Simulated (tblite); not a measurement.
Start geometry of `C=C[C@@]12CCC[C]1C2` [radical] from a force field or distance geometry (Å):
```
atom  x, y, z in Å
C1     2.8279   -0.6113    0.2958
C2     1.5705   -0.4727    0.7668
C3     0.4514    0.1107    0.0588
C4    -0.4539   -0.7782   -0.7820
C5    -1.7906   -0.7698   -0.0169
C6    -1.8860    0.6235    0.5959
C7    -0.4448    0.9853    0.8544
C8     0.4061    1.6131   -0.1299
H9     3.6069   -1.0656    0.8964
H10    3.0726   -0.2634   -0.6946
H11    1.3736   -0.8495    1.7800
H12   -0.5747   -0.3803   -1.7826
H13   -0.0731   -1.8055   -0.8551
H14   -1.7711   -1.5263    0.7672
H15   -2.6393   -0.9811   -0.6789
H16   -2.3434    1.3381   -0.0823
H17   -2.4625    0.6133    1.5269
H18   -0.0844    2.0087   -1.0141
H19    1.2050    2.2202    0.2635
```

Problem. What comes out of this run: GFN2-xTB geometry optimisation, gas phase in tblite 0.8.0?

Solution. 
```
atom  x, y, z in Å
C1     2.665   -0.187    0.998
C2     1.739   -0.732    0.222
C3     0.460   -0.104   -0.126
C4    -0.664   -0.971   -0.686
C5    -1.881   -0.651    0.199
C6    -1.687    0.802    0.684
C7    -0.209    0.998    0.617
C8     0.472    1.365   -0.621
H9     3.590   -0.692    1.215
H10    2.524    0.779    1.453
H11    1.903   -1.713   -0.207
H12   -0.863   -0.698   -1.726
H13   -0.416   -2.031   -0.654
H14   -1.880   -1.319    1.061
H15   -2.823   -0.778   -0.334
H16   -2.207    1.519    0.041
H17   -2.065    0.931    1.699
H18   -0.108    1.651   -1.494
H19    1.441    1.840   -0.571
```

The energy falls by 7.6 kcal/mol over 168 L-BFGS steps, the largest force on an atom goes from 2.89 to 0.004 eV/Å, and the atoms move by 0.883 Å rms after alignment. The bond that changes most is C3–C8 (ends: carbon bonded to 4 C; carbon bonded to 2 C and 2 H), which lengthens by 0.035 Å. Bonds longer at the end by more than 0.005 Å: 6 of 20; shorter: 6. Among the angles that change most is C2–C3–C7, from 116.3° to 126.2°. Among the dihedrals that turn most is C1–C2–C3–C8, from -74° to 48°. Rotational constants go from 4100, 1675, 1422 to 3950, 1685, 1471 MHz. The orientation of the end geometry is arbitrary; only internal coordinates are fixed.

Hardware: one thread of an Arm Neoverse V2, shared host with 96 logical CPUs at a one-minute load of 18. Cost: 0.82 s of wall time.

Its GFN2-xTB frequencies are all real (lowest 70 cm⁻¹).

One conformer stands for the species.

The numbers are calculated, not measured.
